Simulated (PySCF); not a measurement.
# Gas-phase XPS of `O=S(=O)(O)[C@@H]1CCN[SiH2]1`, computed

Compound: C3H9NO3SSi.
SMILES with atom numbers: `[O:1]=[S:2](=[O:3])([OH:4])[C@@H:5]1[CH2:6][CH2:7][NH:8][SiH2:9]1`

Level of theory: delta-SCF UKS SCAN, pcX-2 on the ionised atom, pcseg-1 elsewhere, spin-free X2C (PySCF 2.14.0). Each binding energy is the total energy of the core-ionised species, with the hole localised on one atom, minus that of the ground state; both are solved self-consistently, so orbital relaxation is included.

Question: What binding energy does each computed site have?

Answer: 
```csv
atom(s),bonded to,level,binding energy (eV),2p1/2 (eV),above the level's lowest (eV),count
S2,"2 O (double bond), O and C",S 1s,2483.47,–,0.00,1
Si9,"N, C and 2 H",Si 1s,1846.97,–,0.00,1
O4,S and H,O 1s,539.66,–,+1.80,1
O3,S (double bond),O 1s,537.88,–,+0.02,1
O1,S (double bond),O 1s,537.86,–,0.00,1
N8,"C, H and Si",N 1s,404.55,–,0.00,1
C7,"N, C and 2 H",C 1s,291.66,–,+0.48,1
C6,2 C and 2 H,C 1s,291.24,–,+0.06,1
C5,"S, C, H and Si",C 1s,291.18,–,0.00,1
Si9,"N, C and 2 H",Si 2p3/2,107.11,107.74,0.00,1
```

Lowest listed C 1s: C5, bonded to S, C, H and Si. Highest, 0.48 eV above it: C7, bonded to N, C and 2 H. The widest gap between neighbouring values is 0.42 eV, between 291.24 and 291.66 eV. Summing the Pauling electronegativity differences to the bonded atoms, each weighted by its formal bond order, gives -0.97 for the lowest site and -0.21 for the highest; no listed site has a larger sum than the highest.

Lowest listed O 1s: O1, bonded to S (double bond). Highest, 1.80 eV above it: O4, bonded to S and H. The values 537.86 and 537.88 eV lie too close for their order to be trusted.

Question: Which photon energy gives electrons from N 1s of N8 a kinetic energy of 150 eV, and what is their de Broglie wavelength?

Answer: hν = 404.55 + 150 = 554.55 eV, recoil neglected; λ = 12.264 Å/√(E/eV) = 1.00 Å.

Not every level is listed. The 2p values add to the ΔSCF energy of one spin-free hole a correction within the shell (spin–orbit coupling, ligand field). 2p1/2 minus 2p3/2 (ligand field included): Si 0.62 eV. Geometry: PBE0-D3(BJ)/def2-SVP, one conformer, isolated molecule.
